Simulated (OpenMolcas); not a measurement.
**V3+: effect of the IPEA shift**

- Program: OpenMolcas
- Basis: ANO-RCC-VTZP [6s5p3d2f1g]
- Scalar Hamiltonian: DKH2, point nucleus
- Active space: 2 electrons in 5 orbitals (3d)
- State averaging: 2S+1 = 3 even, 10 roots; 2S+1 = 1 even, 15 roots
- Spin-orbit coupling: state interaction with AMFI integrals over the reference wave functions, term energies averaged over their components

Methods on the same reference wave functions:
A. CASSCF
B. SS-CASPT2, IPEA 0 Eh, imaginary shift 0.1 Eh (closed shells correlated: 3s 3p)
C. SS-CASPT2, IPEA 0.25 Eh, imaginary shift 0.1 Eh (closed shells correlated: 3s 3p)

Energies in cm⁻¹ above 3d² ³F₂, the measured ground level; measured values from Sugar and Corliss, J. Phys. Chem. Ref. Data 7, 1191 (1978).

| Level | A | B | C | Measured |
| --- | --- | --- | --- | --- |
| 3d² ³F₂ | 0.0 | 0.0 | 0.0 | 0.0 |
| 3d² ³F₃ | 326 | 328 | 328 | 325 |
| 3d² ³F₄ | 748 | 750 | 750 | 735 |
| 3d² ¹D₂ | 13929 | 10820 | 10830 | 10959 |
| 3d² ³P₀ | 16475 | 13580 | 13870 |  |
| 3d² ³P₁ | 16588 | 13690 | 13980 | 13239 |
| 3d² ³P₂ | 16832 | 13930 | 14220 | 13458 |
| 3d² ¹G₄ | 21426 | 19270 | 19110 | 18391 |
| 3d² ¹S₀ | 52049 | 43210 | 43250 | 42462 |

Deviations, from unrounded energies. A percentage is the sum of absolute deviations over the sum of measured energies, with the sign that they share, or ± where signs differ.

| Against measurement | Levels | A | B | C |
| --- | --- | --- | --- | --- |
| mean absolute deviation (cm-1) | 7 | 3200 | 390 | 450 |
| fine structure of the ground term (%) | 2 | +1.3 | +1.7 | +1.7 |
| other terms of the ground configuration (%) | 5 | +22.7 | ±2.7 | ±3.2 |

B lies closest to measurement on these levels and A furthest from it. The largest miss of B in the table is 3d² ¹G₄, by +880 cm-1. The ranking rests on the paired levels alone, and a cruder setting can come out closer through cancelling errors.

Between B and C the level of the table that moves most is 3d² ³P₁, by 290 cm-1 (lowest in B, highest in C). Moves below CASPT2's spread within the term are not significant.

The mean deviations of B to C differ by less than CASPT2's widest spread within a term (920 cm-1), so their order carries little weight.

From A to B the spin-free energies of the other terms of 3d² shown, above ³F, scale by factors of 0.77 to 0.90, as is usual when dynamic correlation screens the repulsion within a d or f shell.

The lowest spin-free term lies below A's lowest term by 0.300 hartree in B, 0.295 hartree in C.

CASPT2 does not keep the components of a term degenerate, so their means are used; among the terms shown or strongly mixed into the levels shown the widest spread is 920 cm-1 (3d² ¹G, B). Without dynamic correlation excited terms often stand tens of per cent too high (terms of higher spin than the ground term too low), and those without a measured partner can miss by more than the paired ones (holds for A). Measured partners are found by configuration, term and J. A level has none where our copy of the source lacks it or the pairing is in doubt (some pairs that miss far off the trend of their configuration count as doubtful), and it then counts in no deviation. Only configurations of the active space appear.
